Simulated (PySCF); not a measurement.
C3H9ClOSi, SMILES CC[Si@](C)(O)Cl.

Geometry optimised at B3LYP-D3(BJ)/def2-SVP. The structure was generated by enumeration; whether it is a known compound was not checked. One conformer was computed; it need not be the lowest.

Two levels are set side by side: PBE/def2-TZVP (PySCF) and ωB97X/def2-TZVP (PySCF). Same geometry, gas phase. Differences are taken from unrounded values.

```csv
quantity,ωB97X
orbital gap (eV),13.24
highest occupied level (eV),-10.54
lowest empty level (eV),2.70
dipole moment (D),1.86
mean polarisability (bohr³),74.1
```

What does PBE give, and how far is it from ωB97X? (The exact figures need the calculation; the answer reports its results.)


| quantity | PBE | PBE minus ωB97X |
|---|---|---|
| orbital gap (eV) | 6.64 | -6.61 |
| highest occupied level (eV) | -6.79 | 3.75 |
| lowest empty level (eV) | -0.15 | -2.86 |
| dipole moment (D) | 1.76 | -0.10 |
| mean polarisability (bohr³) | 78.0 | 3.9 |

Without exact exchange PBE keeps part of each electron's self-repulsion, which lifts occupied levels and narrows the gap. Loosely held outer electrons make PBE densities more polarisable. Differences between two approximate levels are no errors against the true value.

Rough cost on one machine, each run with all the roots and properties that it gave: ωB97X against PBE within a factor of 2.
